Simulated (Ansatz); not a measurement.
CH$_{4}$OSZn (`SC[O][ZnH]`). Total charge 0; spin multiplicity 1. The structure was optimised at the PBE0-D4/def2-TZVP level. It is one conformer, not always the lowest.

```xyz
8

S     0.029    0.634    1.342
C    -0.919    0.468   -0.247
O    -0.261   -0.306   -1.152
Zn    1.467   -0.658   -0.653
H    -0.279   -0.582    1.825
H    -1.039    1.512   -0.567
H    -1.907    0.072    0.014
H     2.909   -1.139   -0.561
```

Task: What is the dipole moment at ωB97M-V/def2-TZVPP? (Best estimate.)

Result: The calculation gave: 1.09 D, with components (-0.50, 0.08, 0.97) D in this frame, pointing from negative to positive charge.

Task: And with PBE, r2SCAN, B3LYP? (An estimate is asked.)

Result: The calculation gave: PBE 1.06 D, r2SCAN 1.05 D, B3LYP 1.08 D.

Task: Give the Mulliken charges with ωB97M-V, r2SCAN, B3LYP in def2-TZVPP. (Best estimate.)

Result: The calculation gave: 
```
atom  ωB97M-V  r2SCAN  B3LYP
  S1    -0.18   -0.19  -0.18
  C2     0.02    0.19   0.08
  O3    -0.48   -0.49  -0.47
 Zn4     0.37    0.38   0.38
  H5     0.13    0.11   0.11
  H6     0.11    0.06   0.10
  H7     0.12    0.06   0.10
  H8    -0.09   -0.11  -0.11
```

B3LYP here is the variant with VWN-RPA as its local correlation; programs differ in this.

Computed with Ansatz.
